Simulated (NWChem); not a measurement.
Total energies of BN

```
B
N 1 1.3170
```
Charge 0, spin multiplicity 3.

The numbers come from NWChem runs, not from measurements. All single points use one geometry, from UPBE0/def2-SVP, a minimum by its harmonic frequencies.

Basis set: STO-3G (10 functions).

```json
[
 {"method": "UHF", "total energy (Ha)": "-77.94355"},
 {"method": "UMP2", "total energy (Ha)": "-78.01810"},
 {"method": "UB2PLYP", "total energy (Ha)": "-78.25301"},
 {"method": "UPBE", "total energy (Ha)": "-78.25762"},
 {"method": "UB3LYP", "total energy (Ha)": "-78.35867"},
 {"method": "UBP86", "total energy (Ha)": "-78.35587"}
]
```

Total energies of different functionals aren't comparable as a measure of quality: only differences taken within one method are. 

The correlated methods keep 2 core orbitals frozen. B3LYP has NWChem's definition, with VWN1-RPA local correlation. This spin state was chosen for the runs; another may lie lower. The structure started from a generated list of species. The unpaired electrons of the parent sit in orbitals of symmetry a1 and b1 (C2v labels of the run); other states weren't searched. The stability of the SCF solutions was not checked. Open-shell Hartree-Fock references start from PBE0 orbitals.
